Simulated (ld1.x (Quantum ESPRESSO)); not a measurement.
# Configuration tests for In (Z = 49) (RRKJ)

ld1.x (Quantum ESPRESSO) 7.5 input, shortened:

```
&input
   title='In', zed=49., rel=1, dft='PBE', iswitch=3,
   config='[Kr] 4d10 5s2 5p1'
 /
 &inputp
   pseudotype=2, tm=.false., rho0=0.01, lloc=0,
   nlcc=.false.
 /
2
5P  2  1   1.00   0.00  2.25  2.25  0.0
5S  1  0   2.00   0.00  2.05  2.05  0.0
 &test
   configts(1)='5s2 5p1'
 /
```

Energies are relative to the spin-unpolarised reference configuration 5s2 5p1; without spin polarisation the order of configurations can differ from experiment.

| valence configuration | charge | ΔE all-electron (eV) | error AE − PS (meV) |
| --- | --- | --- | --- |
| 5s2 5p0 | +1 | 5.363 | +21 |
| 5s1 5p0 | +2 | 24.598 | +109 |
| 5s2 5p0.5 | +0.5 | 1.940 | +3.4 |
| 5s1 5p2 | 0 | 5.841 | +20 |
| 5s1 5p1 | +1 | 11.956 | +9.6 |

Q: What are ΔE and the potential's error for 5s0 5p3?

A: ΔE = 11.947 eV all-electron; the error (AE − PS) is +99 meV.

Q: What are ΔE and the potential's error for 5s2 5p1.3?

A: ΔE = -0.532 eV all-electron; the error (AE − PS) is +0.8 meV.

Levels in the configuration 5s1 5p2:

| level | all-electron (eV) | pseudo (eV) |
| --- | --- | --- |
| 5s | -9.200 | -9.171 |
| 5p | -3.219 | -3.235 |
